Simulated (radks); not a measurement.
Results of a calculation; reference values are marked as such.
The nuclear charge of the promethium ion Pm2+ is varied continuously with 59 electrons held in [Xe] 4f5. Level of theory: Dirac Kohn-Sham, LDA (Slater exchange, Perdew-Wang correlation), spin-unpolarised, spherical densities, finite nucleus; open shells are shared between the two j in proportion to 2j + 1; Fermi nuclear charge, rms radius 4.962 fm (a radial shooting solver on a logarithmic mesh with Libxc functionals). By the Hellmann-Feynman theorem dE/dZ = E(electron-nucleus)/Z, the electronic potential at the nucleus (averaged over a nucleus of fixed radius).

Z     E (hartree)  E(electron-nucleus)/Z (hartree)   HOMO  e(HOMO) (eV)  <r> HOMO (bohr)
60     -9622.1315                         -391.909  4f7/2        -2.984            1.398
60.1   -9661.3708                         -392.876  4f7/2        -3.804            1.323
60.2   -9700.7066                         -393.839  4f7/2        -4.757            1.266
60.3   -9740.1386                         -394.800  4f7/2        -5.820            1.221
60.4   -9779.6666                         -395.759  4f7/2        -6.975            1.184
60.5   -9819.2903                         -396.716  4f7/2        -8.207            1.152
60.6   -9859.0097                         -397.671  4f7/2        -9.508            1.125
60.7   -9898.8246                         -398.626  4f7/2       -10.868            1.100
60.8   -9938.7349                         -399.581  4f7/2       -12.283            1.078
60.9   -9978.7407                         -400.535  4f7/2       -13.747            1.058
61    -10018.8418                         -401.488  4f7/2       -15.258            1.040
61.1  -10059.0383                         -402.442  4f7/2       -16.812            1.023
61.2  -10099.3302                         -403.395  4f7/2       -18.407            1.007
61.3  -10139.7173                         -404.348  4f7/2       -20.042           0.9926
61.4  -10180.1998                         -405.301  4f7/2       -21.714           0.9787
61.5  -10220.7776                         -406.255  4f7/2       -23.422           0.9656
61.6  -10261.4508                         -407.208  4f7/2       -25.164           0.9532
61.7  -10302.2193                         -408.162  4f7/2       -26.940           0.9414
61.8  -10343.0831                         -409.116  4f7/2       -28.749           0.9302
61.9  -10384.0424                         -410.070  4f7/2       -30.590           0.9195
62    -10425.0971                         -411.024  4f7/2       -32.462           0.9093

The central difference of E at Z = 61 is -401.488 hartree, to compare with the third column; the second derivative is -9.53 hartree.
